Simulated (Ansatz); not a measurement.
Which is lower?

The two ends of one reaction step of SnH₆SO, closed shell (PBE0-D4/def2-TZVP).

A:

Sn1  (-0.468, 0.701, -1.068)
O2  (0.528, 0.994, 0.623)
H3  (0.432, -0.471, -1.902)
H4  (-0.477, 2.213, -1.867)
H5  (-2.045, 0.199, -0.669)
H6  (0.366, -0.858, 1.538)
S7  (-0.011, -2.151, 1.439)
H8  (0.487, 1.900, 0.935)
H9  (1.188, -2.527, 0.971)
(Å)

B:

```csv
atom,x (Å),y (Å),z (Å)
Sn1,-0.7940,-0.1277,-1.0354
O2,1.4979,1.1820,0.9157
H3,0.7308,-0.1416,-1.7807
H4,-1.3756,1.4176,-0.6435
H5,-1.9318,-0.9682,-1.9970
H6,1.1235,0.3939,1.3327
S7,-0.6603,-1.3087,1.0815
H8,1.3697,1.8902,1.5506
H9,0.0397,-2.3374,0.5759
```

Ansatz 0.2.0; basis: def2-TZVPP; cores frozen in the correlated methods. Filled d shells of the heavier atoms are correlated. Core potentials replace the inner electrons of the atoms past krypton. The def2 sets are not built for correlating such inner shells, so the correlated values are less sure here. B3LYP uses VWN-RPA correlation.

Task: Which structure is lower at CCSD(T), and by how much? (An estimate is asked for; the value comes from the calculation.)

Result: The calculation gives: B, by 0.478 eV (electronic energy, against the other). By their contacts, A is a complex of SnH₄O ([OH][SnH3]) + H₂S and B is a complex of SnH₄S ([SH][SnH3]) + H₂O.

All methods give the same order:

| method | E(B) − E(A) (eV) |
| --- | --- |
| SPW92 | -0.537 |
| PBE-D4 | -0.527 |
| BLYP-D4 | -0.437 |
| r2SCAN-D4 | -0.496 |
| B97M-V | -0.441 |
| PBE0-D4 | -0.566 |
| B3LYP-D4 | -0.474 |
| r2SCAN0-D4 | -0.543 |
| BHLYP-D4 | -0.500 |
| CAM-B3LYP-D4 | -0.431 |
| wB97X-V | -0.460 |
| wB97M-V | -0.500 |
| B2PLYP | -0.458 |
| PBE-QIDH | -0.549 |
| RPA on PBE | -0.425 |
| HF | -0.469 |
| MP2 | -0.506 |
| CCSD | -0.477 |
| CCSD(T) | -0.478 |

The T1 diagnostic stays at or below 0.013.

Labels in which every atom is bracketed show which atoms are joined, not bond orders.

For scale, one of the runs: CCSD(T)/def2-TZVPP, 207 basis functions, launched by `ansatz run in.yaml --threads 4 --pin off --events-out ev --progress --plain --max-ram 9574MiB`. The run took 70 s on 4 CPU threads of an Arm Neoverse V1 (shared host), with 3 GiB of host memory at its peak.
